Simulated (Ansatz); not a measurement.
Reactions of `OC(CF)C(F)F`.

Calculated with Ansatz (gas phase, PBE0-D4/def2-TZVP geometries, no zero-point term in ΔE). CCSD(T)/CBS adds triple-zeta CCSD(T) − MP2 to the extrapolated MP2 energy (def2 sets, frozen cores). This one scheme is used for every species, atoms too. DFT in def2-TZVPP. No spin–orbit coupling; open shells (•) take unrestricted orbitals. Spin–orbit coupling would lower the free atoms: a little for C, F, O. One conformer a species, not always the lowest.

```csv
reaction,PBE-D4 (kcal/mol),MP2/CBS(def2) (kcal/mol),B2PLYP (kcal/mol),CCSD/CBS(def2) (kcal/mol),CCSD(T)/CBS(def2) (kcal/mol)
`OC(CF)C(F)F` → `[CH]F` + `OC(F)CF`,92.3,96.3,88.7,89.3,89.9
`OC(CF)C(F)F` + `CF` → `FCC(CF)C(F)F` + H₂O,-11.8,-15.1,-11.4,-13.4,-13.7
`OC(CF)C(F)F` + H–F → `OC(F)CF` + `FCF`,3.8,9.1,3.7,7.2,7.6
`OC(CF)C(F)F` + H₂O → `OC(O)CF` + `FCF`,5.1,8.3,5.0,7.4,7.6
`OC(CF)C(F)F` → `FCOCC(F)F`,3.2,5.4,3.2,4.8,4.8
`OC(CF)C(F)F` → `CC(F)OC(F)F`,-11.3,-9.8,-11.2,-9.6,-9.8
`OC(CF)C(F)F` → 3 C• + 3 F• + 5 H• + O•,1176.9,1172.6,1124.4,1118.3,1138.4
`OC(CF)C(F)F` → `CCOC(F)(F)F`,-15.1,-14.3,-15.3,-14.0,-14.1
```

Largest T1 diagnostic: 0.018, for `[CH]F`.
